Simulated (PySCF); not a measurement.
Dipole response of Sc⁺ (scandium, charge +1)

[Ar] 3d1 4s1, high-spin 3D determinant. All numbers are calculated (PySCF 2.14, scalar relativity by spin-free X2C-1e, in x2c-QZVPPall with one added diffuse shell each of s, p, d, f, g type (12s8p6d4f3g, 121 functions)). Coupled (time-dependent) response in atomic units; α is the mean over directions.

```json
{"method": "UHF", "mean α (bohr³)": "76.24", "α xx, yy, zz": "75.04, 75.04, 78.65", "C₆ (like pair)": "563.4", "S(−4)": "5325"}
{"method": "PBE", "mean α (bohr³)": "58.79", "α xx, yy, zz": "57.99, 57.99, 60.37", "C₆ (like pair)": "398.3", "S(−4)": "3003"}
```

S(−4) is the Cauchy moment in α(ω) = α(0) + S(−4) ω² + …

α(iu) at PBE:

```csv
u (hartree),α(iu) (bohr³)
0,58.79
0.0500,52.19
0.100,39.46
0.200,21.21
0.300,13.05
0.500,6.964
0.750,4.350
1.00,3.136
1.50,1.924
2.00,1.307
3.00,0.7113
5.00,0.3047
```

A single London oscillator, α(iu) = α/(1 + u²/ω²), gives C₆ = (3/4) ω α². Matching the computed C₆ needs ω = 4 × 398.3 / (3 × 58.79²) = 0.154 hartree.

For an ion, C₆ is the dispersion term alone; charge-induced terms of lower order in 1/R come first.

The components differ because the open shell of this determinant is not spherical; for a pure term their mean is the scalar polarisability.
